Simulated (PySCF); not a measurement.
Choosing a molecule for a target property.

Each SMILES stands for a single optimised conformer of the isolated species, non-relativistic unless stated. Electronic properties by PySCF.

Dipoles, sizes and rotational constants follow the conformer. The torsions of the flexible species, by atom-mapped SMILES:
- `[CH3:1][C:2]#[C:3][GeH2:4][NH:5][SiH3:6]`: C3–Ge4–N5–Si6 -34°
- `[CH3:1][B:2]([CH3:3])[c:4]1[cH:5][cH:6][cH:7][s:8]1`: C1–B2–C4–C5 179°
- `[CH3:1][SiH2:2][CH2:3][GeH2:4][C:5]#[N:6]`: C1–Si2–C3–Ge4 70°, Si2–C3–Ge4–C5 -64°
- `[CH3:1][Si@H:2]([NH2:3])[C:4]#[C:5][GeH3:6]`: H–N3–Si2–C1 171°, H–N3–Si2–C1 -53°

Task: Wanted: vertical ionisation energy below 9 eV (ΔSCF wB97X-D/def2-SVPD) and static isotropic polarisability above 70 au (wB97X-D/def2-SVPD), at PBE0-D3(BJ)/def2-SVP geometries. Which candidate meets both?
A. `[Cl][Ga]` [singlet]
B. `CC#[C][GeH2][NH][SiH3]`
C. `[SiH2]([CH2][GeH2][C]#N)C`
D. `CB(C)C1=CC=CS1`

Result: D. Computed values:
```csv
species,vertical ionisation energy,static isotropic polarisability
CB(C)C1=CC=CS1,8.88 eV,103.3 au
CC#[C][GeH2][NH][SiH3],9.16 eV,100.7 au
[Cl][Ga] [singlet],10.13 eV,47.9 au
[SiH2]([CH2][GeH2][C]#N)C,10.89 eV,94.6 au
```

Task: Wanted: lowest triplet excitation (Tamm–Dancoff) below 4.9 eV (TDA wB97X-D/def2-SVPD) and HOMO energy below -9 eV (wB97X-D/def2-SVPD), at PBE0-D3(BJ)/def2-SVP geometries. Which candidate meets both?
A. `[GeH3][C]#C[Si@H](C)N`
B. `N#[C][GeH2][CH2][SiH2]C`
C. `[C]([GeH2][NH][SiH3])#CC`
D. `CB(C)c1cccs1`

Result: A. Computed values:
| species | lowest triplet excitation (Tamm–Dancoff) | HOMO energy |
| --- | --- | --- |
| CB(C)c1cccs1 | 3.41 eV | -8.84 eV |
| [GeH3][C]#C[Si@H](C)N | 4.71 eV | -9.40 eV |
| [C]([GeH2][NH][SiH3])#CC | 5.05 eV | -9.06 eV |
| N#[C][GeH2][CH2][SiH2]C | 6.00 eV | -10.71 eV |

Task: Wanted: electronic spatial extent ⟨r²⟩ about the centre of nuclear charge above 1280 bohr² (wB97X-D/def2-SVPD) and HOMO–LUMO gap below 10.6 eV (wB97X-D/def2-SVPD), at PBE0-D3(BJ)/def2-SVP geometries. Which candidate meets both?
A. `CB(C)c1cccs1`
B. `C[SiH2][CH2][GeH2][C]#N`
C. `C[Si@H](N)C#[C][GeH3]`
D. `CC#[C][GeH2][NH][SiH3]`
E. `[Cl][Ga]` [singlet]

Result: D. Computed values:
| species | electronic spatial extent ⟨r²⟩ about the centre of nuclear charge | HOMO–LUMO gap |
| --- | --- | --- |
| [Cl][Ga] [singlet] | 258 bohr² | 9.25 eV |
| CB(C)c1cccs1 | 1260 bohr² | 9.02 eV |
| C[SiH2][CH2][GeH2][C]#N | 1292 bohr² | 11.98 eV |
| CC#[C][GeH2][NH][SiH3] | 1517 bohr² | 10.49 eV |
| C[Si@H](N)C#[C][GeH3] | 2161 bohr² | 10.76 eV |

Task: Wanted: smallest rotational constant below 0.6 GHz (PBE0-D3(BJ)/def2-SVP) and lowest singlet excitation below 6.6 eV (TDDFT wB97X-D/def2-SVPD), at PBE0-D3(BJ)/def2-SVP geometries. Which candidate meets both?
A. `[GeH3][C]#C[Si@H](C)N`
B. `[C]([GeH2][NH][SiH3])#CC`
C. `CB(C)c1cccs1`
D. `N#[C][GeH2][CH2][SiH2]C`

Result: A. Computed values:
| species | smallest rotational constant | lowest singlet excitation |
| --- | --- | --- |
| [GeH3][C]#C[Si@H](C)N | 0.476 GHz | 5.62 eV |
| [C]([GeH2][NH][SiH3])#CC | 0.745 GHz | 5.93 eV |
| N#[C][GeH2][CH2][SiH2]C | 0.881 GHz | 7.18 eV |
| CB(C)c1cccs1 | 0.931 GHz | 5.01 eV |
